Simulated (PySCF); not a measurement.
2-phenylthiophene (C10H8S), SMILES c1ccc(-c2cccs2)cc1. Atoms are numbered in the order given.

```xyz
19

C      0.0818    -3.5096     0.0000
C      1.2352    -2.7195     0.0000
C      1.1372    -1.3285     0.0000
C     -0.1182    -0.6868     0.0000
C     -0.2335     0.7728     0.0000
C     -1.3755     1.5588     0.0000
C     -1.1065     2.9526     0.0000
C      0.2410     3.2313     0.0000
S      1.1835     1.7917     0.0000
C     -1.2724    -1.4980     0.0000
C     -1.1715    -2.8882     0.0000
H      0.1583    -4.6004     0.0000
H      2.2229    -3.1896     0.0000
H      2.0522    -0.7281     0.0000
H     -2.3844     1.1430     0.0000
H     -1.8787     3.7245     0.0000
H      0.7334     4.2038     0.0000
H     -2.2620    -1.0349     0.0000
H     -2.0830    -3.4932     0.0000
```

The structure is a stationary point at r2SCAN-D4/def2-SVP. The geometry has at least one imaginary mode, so it is a saddle point at that level. The values are those of a single conformer.

Two levels are set side by side: PBE/pcSseg-1 (PySCF) and PBE0/pcSseg-1 (PySCF). GIAO shifts against H2S (³³S), TMS (¹H), TMS (¹³C) at the same level; non-relativistic, no solvent, atoms listed together averaged. Differences are taken from unrounded values.

```tsv
quantity	PBE0
δ(¹³C) of C1 (ppm)	135.4
δ(¹³C) of C2, C11 (ppm)	137.0
δ(¹³C) of C4 (ppm)	140.9
δ(¹³C) of C5 (ppm)	155.8
δ(¹³C) of C6 (ppm)	128.5
δ(¹³C) of C7 (ppm)	135.3
δ(¹³C) of C8 (ppm)	135.1
δ(³³S) of S9 (ppm)	437.6
δ(¹H) of H12 (ppm)	7.61
δ(¹H) of H13, H19 (ppm)	7.78
δ(¹H) of H15 (ppm)	7.95
δ(¹H) of H16 (ppm)	7.45
δ(¹H) of H17 (ppm)	7.44
```

### Question
What does PBE give, and how far is it from PBE0? (Estimate from the structure and the level; the computed values follow.)

### Answer

```json
[
 {"quantity": "δ(¹³C) of C1 (ppm)", "PBE": "132.8", "PBE minus PBE0": "-2.6"},
 {"quantity": "δ(¹³C) of C2, C11 (ppm)", "PBE": "134.6", "PBE minus PBE0": "-2.4"},
 {"quantity": "δ(¹³C) of C4 (ppm)", "PBE": "138.7", "PBE minus PBE0": "-2.2"},
 {"quantity": "δ(¹³C) of C5 (ppm)", "PBE": "153.6", "PBE minus PBE0": "-2.2"},
 {"quantity": "δ(¹³C) of C6 (ppm)", "PBE": "125.9", "PBE minus PBE0": "-2.6"},
 {"quantity": "δ(¹³C) of C7 (ppm)", "PBE": "133.1", "PBE minus PBE0": "-2.2"},
 {"quantity": "δ(¹³C) of C8 (ppm)", "PBE": "131.3", "PBE minus PBE0": "-3.8"},
 {"quantity": "δ(³³S) of S9 (ppm)", "PBE": "447.4", "PBE minus PBE0": "9.8"},
 {"quantity": "δ(¹H) of H12 (ppm)", "PBE": "7.45", "PBE minus PBE0": "-0.16"},
 {"quantity": "δ(¹H) of H13, H19 (ppm)", "PBE": "7.62", "PBE minus PBE0": "-0.16"},
 {"quantity": "δ(¹H) of H15 (ppm)", "PBE": "7.83", "PBE minus PBE0": "-0.11"},
 {"quantity": "δ(¹H) of H16 (ppm)", "PBE": "7.34", "PBE minus PBE0": "-0.10"},
 {"quantity": "δ(¹H) of H17 (ppm)", "PBE": "7.26", "PBE minus PBE0": "-0.18"}
]
```

Rough cost on one machine, each run with all the roots and properties that it gave: PBE0 against PBE within a factor of 2.
